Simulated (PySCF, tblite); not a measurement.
Compound: C5H9B2N.
Atom-mapped SMILES: `[BH2:1][CH2:2][BH:3][n:4]1[cH:5][cH:6][cH:7][cH:8]1` (hydrogens: H9, H10 on B1; H11, H12 on C2; H13 on B3; H14 on C5; H15 on C6; H16 on C7; H17 on C8)

Computed with GFN2-xTB (tblite), gas phase: Langevin dynamics at 200 K from the optimised GFN2-xTB geometry, time step 0.5 fs, friction 0.01 fs⁻¹, 2000 steps. Over the second half of the run the saved frames average 182 K.

Frame at 250 fs, instantaneous temperature 203 K:
```
atom  x, y, z in Å
B1      2.682    0.691    0.217
C2      1.719   -0.484    0.515
B3      0.523   -0.554   -0.595
N4     -0.795   -0.226   -0.230
C5     -1.270    0.294    0.943
C6     -2.644    0.473    0.839
C7     -3.044   -0.001   -0.437
C8     -1.916   -0.365   -1.084
H9      3.575    0.600   -0.515
H10     2.376    1.776    0.577
H11     2.332   -1.388    0.398
H12     1.323   -0.509    1.530
H13     0.698   -1.267   -1.560
H14    -0.636    0.635    1.740
H15    -3.242    0.907    1.589
H16    -4.045    0.051   -0.753
H17    -1.734   -0.773   -2.041
```

Frame at 425 fs, instantaneous temperature 202 K:
```
atom  x, y, z in Å
B1      2.221    1.185    0.223
C2      1.661   -0.181    0.777
B3      0.520   -0.702   -0.215
N4     -0.809   -0.236   -0.036
C5     -1.366    0.416    1.039
C6     -2.687    0.677    0.816
C7     -3.037    0.016   -0.402
C8     -1.867   -0.510   -0.901
H9      2.566    1.172   -0.863
H10     2.474    2.109    0.915
H11     2.448   -0.904    0.577
H12     1.405   -0.166    1.815
H13     0.801   -1.295   -1.186
H14    -0.841    0.704    1.932
H15    -3.398    1.063    1.519
H16    -4.007   -0.029   -0.867
H17    -1.696   -1.012   -1.783
```

Frame at 625 fs, instantaneous temperature 186 K:
```
atom  x, y, z in Å
B1      1.998    1.363    0.850
C2      1.369   -0.015    1.294
B3      0.443   -0.652    0.227
N4     -0.851   -0.137   -0.036
C5     -1.499    0.989    0.446
C6     -2.848    0.890    0.186
C7     -3.022   -0.267   -0.635
C8     -1.808   -0.892   -0.729
H9      2.969    1.373    0.248
H10     1.413    2.440    1.168
H11     2.057   -0.753    1.665
H12     0.763    0.248    2.155
H13     0.698   -1.638   -0.334
H14    -0.926    1.676    1.041
H15    -3.612    1.596    0.500
H16    -3.988   -0.574   -1.022
H17    -1.545   -1.816   -1.200
```

Frame at 800 fs, instantaneous temperature 198 K:
```
atom  x, y, z in Å
B1      1.765    1.213    0.873
C2      1.213   -0.037    1.593
B3      0.269   -0.640    0.533
N4     -1.087   -0.261    0.385
C5     -1.791    0.768    0.987
C6     -2.994    0.932    0.361
C7     -3.024   -0.037   -0.724
C8     -1.877   -0.769   -0.618
H9      2.592    1.155    0.052
H10     1.455    2.341    1.173
H11     1.962   -0.770    1.824
H12     0.703    0.236    2.499
H13     0.707   -1.508   -0.155
H14    -1.345    1.299    1.838
H15    -3.837    1.536    0.701
H16    -3.746    0.005   -1.543
H17    -1.474   -1.568   -1.226
```

Frame at 1000 fs, instantaneous temperature 215 K:
```
atom  x, y, z in Å
B1      1.486    2.103    1.215
C2      1.043    0.649    1.604
B3      0.174   -0.113    0.490
N4     -1.195    0.017    0.325
C5     -2.005    1.016    0.893
C6     -3.300    0.734    0.549
C7     -3.316   -0.459   -0.227
C8     -2.012   -0.860   -0.392
H9      2.234    2.258    0.353
H10     0.982    3.016    1.751
H11     1.948    0.090    1.687
H12     0.589    0.597    2.599
H13     0.657   -0.871   -0.241
H14    -1.624    1.725    1.559
H15    -4.183    1.336    0.872
H16    -4.172   -0.827   -0.779
H17    -1.633   -1.674   -1.006
```

**Question.** What do single points at PBE0/pcSseg-1 (PySCF, gas phase) give on these frames?

**Answer.** 
```
t (fs)  GFN2-xTB E above start (eV)  DFT E above lowest frame (eV)  HOMO (eV)  LUMO (eV)  dipole (D)
   250                         0.35                           0.18      -6.51      -1.82        0.51
   425                         0.29                           0.09      -6.45      -1.54        0.73
   625                         0.33                           0.06      -6.45      -1.72        0.70
   800                         0.31                           0.00      -6.59      -1.90        0.50
  1000                         0.31                           0.08      -6.56      -1.55        0.46
```

The two levels order the frames alike by energy but for pairs within 0.08 eV at one level; measured from each level's lowest frame they differ by 0.12 eV at most. The HOMO–LUMO gap runs from 4.69 to 5.01 eV. These are instantaneous structures, not minima.

**Question.** And the isotropic GIAO shieldings (ppm) from the same runs?

**Answer.** 
```tsv
atom	250 fs	425 fs	625 fs	800 fs	1000 fs	mean	range
B1	12.4	16.4	12.2	15.2	13.9	14.0	4.2
C2	139.8	147.1	150.2	143.2	150.4	146.1	10.6
B3	52.0	52.0	54.1	52.8	53.8	52.9	2.1
N4	31.8	37.6	29.1	33.2	30.2	32.4	8.5
C5	52.9	56.5	53.9	56.5	52.9	54.5	3.6
C6	57.1	61.5	59.2	59.3	57.3	58.9	4.4
C7	67.8	60.7	63.6	62.4	61.1	63.1	7.1
C8	50.9	49.4	48.3	49.8	46.9	49.1	4.0
H9	23.4	24.2	23.8	24.0	23.8	23.8	0.8
H10	23.8	23.5	22.8	23.5	23.5	23.4	1.0
H11	28.3	29.4	29.5	28.8	29.7	29.1	1.4
H12	28.6	29.0	28.8	28.5	29.2	28.8	0.7
H13	25.2	25.3	26.0	25.3	26.0	25.6	0.8
H14	23.7	24.3	24.1	23.9	24.7	24.1	1.0
H15	25.0	24.9	24.5	24.4	24.2	24.6	0.8
H16	25.2	24.8	24.8	24.6	24.7	24.8	0.6
```

The cost below is that of the whole dynamics run. Hardware: Arm Neoverse V1, one thread, shared host with 32 logical CPUs at a one-minute load of 20. Cost: 11 s, 0.18 GiB resident at most.
